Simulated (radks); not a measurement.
Results of a calculation; reference values are marked as such.
Problem. Ce3+, configuration [Kr] 4d10 4f1 5s1.75 5p6 5d0.25 (fractional occupations, a model configuration). Level of theory: Dirac Kohn-Sham, LDA (Slater exchange, Perdew-Wang correlation), spin-unpolarised, spherical densities, finite nucleus; open shells fill j = l - 1/2 first; Fermi nuclear charge, rms radius 4.8771 fm (a radial shooting solver on a logarithmic mesh with Libxc functionals). Some entries of the table are withheld. Estimate them.

orbital  occ.  eigenvalue (eV)  r(max) (bohr)  <r> (bohr)
1s1/2       2        -40214.79        0.01575         (1)
2s1/2       2        -6458.377        0.08930      0.1048
2p1/2       2        -6102.156        0.06799     0.08798
2p3/2       4        -5656.133        0.07325     0.09418
3s1/2       2        -1409.579         0.2551      0.2787
3p1/2       2        -1258.317         0.2417      0.2683
3p3/2       4        -1170.710         0.2532      0.2805
3d3/2       4        -905.0910         0.2032      0.2515
3d5/2       6        -886.2555         0.2064      0.2553
4s1/2       2        -304.4055         0.5934      0.6376
4p1/2       2        -248.2127         0.6025      0.6562
4p3/2       4        -229.2529         0.6271      0.6838
4d3/2       4        -136.7916         0.6477      0.7387
4d5/2       6        -133.4695         0.6559      0.7485
5s1/2    1.75         -64.4747          1.363       1.497
5p1/2       2         -48.6948          1.483       1.659
5p3/2       4         -45.7218          1.548       1.732
4f5/2       1         -29.9794         0.7038       1.045
4f7/2       0         -29.6315         0.7085       1.054
5d3/2    0.25              (2)          1.983       2.302
5d5/2       0              (3)          2.009       2.330
6s1/2       0         -20.9585          3.120       3.330
6p1/2       0         -16.6624          3.545       3.792
6p3/2       0         -16.0351          3.676       3.920

Solution. 
(1) 1s1/2 <r> (bohr): 0.02459
(2) 5d3/2 eigenvalue (eV): -24.3684
(3) 5d5/2 eigenvalue (eV): -24.0392
